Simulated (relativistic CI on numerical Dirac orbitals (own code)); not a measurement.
Sensitivity of the levels of Sr¹⁵⁺ to α and to the nuclear radius

Method of calculation: Dirac-Coulomb-Breit CI, separate exchange-only KLI orbitals for each configuration, derivatives by finite differences, unscaled Slater integrals, QED left out (own radial code, finite nucleus).

Configuration list (outside the closed core [Ne]): 3s²3p⁶3d⁵, 3s²3p⁵3d⁶, 3s²3p⁴3d⁷, 3s3p⁶3d⁶, 3p⁶3d⁷, 3s²3p⁶3d⁴4s, 3s²3p⁶3d⁴4p, 3s²3p⁶3d³4s². Levels of other configurations are missing.

With x = (α/α₀)² − 1 an excitation energy changes as ω = ω₀ + qx; K = 2q/ω₀ is the relative enhancement. Terms are leading LS components, so labels can repeat. The field-shift factor is F = δν/δ⟨r²⟩ for the transition from the lowest level.

Lowest level 3s²3p⁶3d⁵ ⁶S5/2.

| Level | ω₀ (cm⁻¹) | q (cm⁻¹) | K | F (GHz/fm²) |
| --- | --- | --- | --- | --- |
| 3s²3p⁶3d⁵ ⁴G5/2 | 83662.6 | -14330 | -0.343 | 0.0209 |
| 3s²3p⁶3d⁵ ⁴G7/2 | 88268.8 | -2349 | -0.0532 | 0.0884 |
| 3s²3p⁶3d⁵ ⁴G11/2 | 88502.8 | -865.2 | -0.0196 | 0.0979 |
| 3s²3p⁶3d⁵ ⁴G5/2 | 89074.3 | -2843 | -0.0638 | 0.074 |
| 3s²3p⁶3d⁵ ⁴G9/2 | 89724.0 | 1124 | 0.025 | 0.107 |
| 3s²3p⁶3d⁵ ⁴P3/2 | 90466.7 | -5574 | -0.123 | 0.0532 |
| 3s²3p⁶3d⁵ ⁴P1/2 | 93992.9 | -458 | -0.00975 | 0.0795 |
| 3s²3p⁶3d⁵ ⁴D7/2 | 105283.3 | 739.9 | 0.0141 | 0.0933 |
| 3s²3p⁶3d⁵ ⁴D1/2 | 110524.4 | 8249 | 0.149 | 0.129 |
| 3s²3p⁶3d⁵ ⁴D5/2 | 110658.8 | 5254 | 0.095 | 0.12 |
| 3s²3p⁶3d⁵ ⁴D3/2 | 112135.1 | 9901 | 0.177 | 0.14 |
| 3s²3p⁶3d⁵ ²I11/2 | 127810.6 | -3581 | -0.056 | 0.151 |
| 3s²3p⁶3d⁵ ²D5/2 | 128815.8 | 3848 | 0.0597 | 0.135 |

At this charge energies of transitions that change n are usually good to better than 1 %, and those within a shell (Δn = 0) to a few per cent. Terms inside the open d or f shell come out 10 to 20 % too wide with unscaled integrals.
